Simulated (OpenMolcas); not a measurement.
Ionisation energies of germanium

```
Program             : OpenMolcas
Basis               : ANO-RCC-VQZP [7s6p4d2f1g]
Scalar Hamiltonian  : DKH2, point nucleus
Spin-orbit coupling : state interaction with AMFI integrals over the reference wave functions, term energies averaged over their components
```

Active shells in each charge state: the valence s, p shells, with orbitals averaged over the low states. Where CASPT2's correlated closed shells are named, they are those of the first ion.

A. CASSCF
B. SS-CASPT2, IPEA 0.25 Eh, imaginary shift 0.1 Eh (closed shells correlated: 3s 3p 3d)

Energies in eV between the lowest computed levels (charge -1 gives the electron affinity), named as in B; reference values from the NIST Atomic Spectra Database with their kind.

```
               From                  To       A       B  Spin-orbit share in B          Reference
Ge- 4s² 4p³ ⁴S°_3/2      Ge 4s² 4p² ³P₀   0.438   0.947                 -0.108                   
     Ge 4s² 4p² ³P₀  Ge+ 4s² 4p ²P°_1/2   7.073   7.734                 -0.024   7.899 (measured)
 Ge+ 4s² 4p ²P°_1/2        Ge2+ 4s² ¹S₀  14.820  15.783                 +0.135  15.935 (measured)
       Ge2+ 4s² ¹S₀      Ge3+ 4s ²S_1/2  33.222  34.003                 +0.000  34.058 (measured)
     Ge3+ 4s ²S_1/2       Ge4+ 3d¹⁰ ¹S₀  44.612  45.713                 +0.000  45.715 (measured)
```

Error against the reference values, in %:

```csv
From,Reference,A,B
Ge,measured,-10.5,-2.1
Ge+,measured,-7.0,-1.0
Ge2+,measured,-2.5,-0.2
Ge3+,measured,-2.4,0
```

Mean absolute error over the 4 measured values: A 0.97 eV, B 0.09 eV. B lies closest.

No diffuse functions were added, so the electron affinity comes out too small, and without dynamic correlation a bound anion can come out unbound.

° marks odd parity.
